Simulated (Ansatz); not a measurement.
Ansatz (a quantum-chemistry and plane-wave program) input:

Ansatz 0.2 input:
```yaml
crystal:
  periodic: [false, false, false]
  atoms:
    - {symbol: Si, position_ang: [0.01300196, 0.02992402, 1.02125704]}
    - {symbol: Br, position_ang: [1.39563303, -1.39232552, -0.57663195]}
    - {symbol: Cl, position_ang: [-1.33821980, 1.27343627, -0.46399791]}
basis:
  gaussian:
    orbitals: def2-TZVP
hamiltonian:
  xc: b3lyp
  dispersion: d3bj
total_charge: -1
magnetization: {spin_polarized: true, initial_magnetization: 1}
relax: {f_tol: 0.002, max_steps: 150}
```

Problem. What final total energy does it print?

Solution. -3324.05315 Eh (B3LYP-D3(BJ)/def2-TZVP). The basis has 122 functions.
